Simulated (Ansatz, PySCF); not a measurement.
Molecule: BeO, charge 0, multiplicity 1. 
Geometry from a B3LYP-D3(BJ)/def2-TZVP (Ansatz, an electronic-structure program) optimisation:
SMILES: [Be]=[O]
```xyz
2

Be     0.0000     0.0000    -0.8844
O      0.0000     0.0000     0.4422
```
Charge 0, spin multiplicity 1.

Total electronic energies in hartree. Valence correlation only, unless marked. No spin-orbit coupling. Non-relativistic. CBS marks a two-point X^-3 extrapolation of the correlation energy; Hartree-Fock from the larger set. The bracket is a focal-point correction in the basis named.

The T1 diagnostic of CCSD in the largest basis is 0.039, which is high, so the coupled-cluster rows are less sure than usual.

```tsv
level	program	energy (Eh)
HF/STO-3G	Ansatz	-88.18333
HF-D3(BJ)/def2-TZVPD	PySCF + dftd3	-89.45190
RI-HF/def2-TZVPPD	Ansatz	-89.44526
SVWN5/def2-TZVPD	Ansatz	-89.19770
revPBE-D3(BJ)/def2-TZVPD	Ansatz + dftd3	-89.91268
BP86-D3(BJ)/def2-TZVPD	PySCF + dftd3	-89.93416
TPSS/def2-TZVPD	PySCF	-89.94862
TPSS-D4/def2-TZVPD	PySCF + dftd4	-89.94941
B97M-V/def2-TZVPD	Ansatz	-89.92859
B3LYP/def2-TZVPD	Ansatz	-89.94114
PBE0-D3(BJ)/def2-TZVPD	Ansatz + dftd3	-89.82013
TPSSh/def2-TZVPD	PySCF	-89.93355
r2SCAN0-D4/def2-TZVPD	Ansatz + dftd4	[?]
MN15/def2-TZVPD	PySCF	-89.85290
HSE06-D3(BJ)/def2-TZVPD	Ansatz + dftd3	-89.81562
LC-wPBE-D4/def2-TZVPD	Ansatz + dftd4	-89.85792
B2PLYP/def2-TZVPD	Ansatz	-89.87429
MP2/def2-SVPD	Ansatz	-89.57855
SCS-MP2/STO-3G	Ansatz	-88.31494
SCS-MP2/def2-SVP	Ansatz	-89.54903
CCSD(T)/def2-TZVPP	Ansatz	-89.74196
RI-MP2/CBS(def2-TZVPP,def2-QZVPP)+[CCSD(T)-MP2]/def2-QZVPP	Ansatz	-89.7909
CCSD(T)/CBS(def2-TZVPPD,def2-QZVPPD)	Ansatz	-89.7895
```

Task: Some entries are withheld; supply them.

Result: 
- r2SCAN0-D4/def2-TZVPD, energy (Eh): -89.86446
